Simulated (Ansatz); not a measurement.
Isolated molecules relaxed with PBE0-D4/def2-TZVP in Ansatz; ΔE leaves out vibrations. CBS: MP2 limit from def2 TZ/QZ plus the TZ coupled-cluster correction, frozen cores. DFT in def2-TZVPP. def2 core potentials past Kr. For Cd, Ge outer-core shells are correlated without core-valence functions, which leaves a few kJ/mol of doubt a bond. Scalar relativity is left out up to krypton. Each species was taken in one conformer, which may not be the lowest.

Consider the ligand exchange at the Si–C bond: `[SiH3]C#[C][GeH3]` + `[NH2][Cd][OH]` → `[NH2][Cd][O][SiH3]` + `C#[C][GeH3]`.

| level | ΔE (kcal/mol) | difference from CCSD(T)/CBS |
| --- | --- | --- |
| r2SCAN-D4 | -16.0 | 1.0 |
| r2SCANh-D4 | -16.6 | 0.4 |
| r2SCAN0-D4 | -17.4 | -0.4 |
| ωB97X-V | -17.8 | -0.8 |
| B2PLYP | -17.4 | -0.4 |
| revPBE | -12.7 | 4.3 |
| r2SCAN0 | -17.4 | -0.4 |
| RPA@PBE/def2-TZVPP | -17.8 | -0.8 |
| SCS-MP2/def2-QZVPP | -18.0 | -1.0 |
| CCSD/CBS(def2) | -17.8 | -0.8 |
| CCSD(T)/CBS | -17.0 | 0 |

Largest T1 diagnostic among the species: 0.016.

At CCSD(T), def2-SVP lies −1.3 kcal/mol from the extrapolated value and def2-TZVPP −1.0 kcal/mol. From PBE to PBE0 (25 % exact exchange), in def2-TZVPP and without D4, ΔE moves by −2.3 kcal/mol.
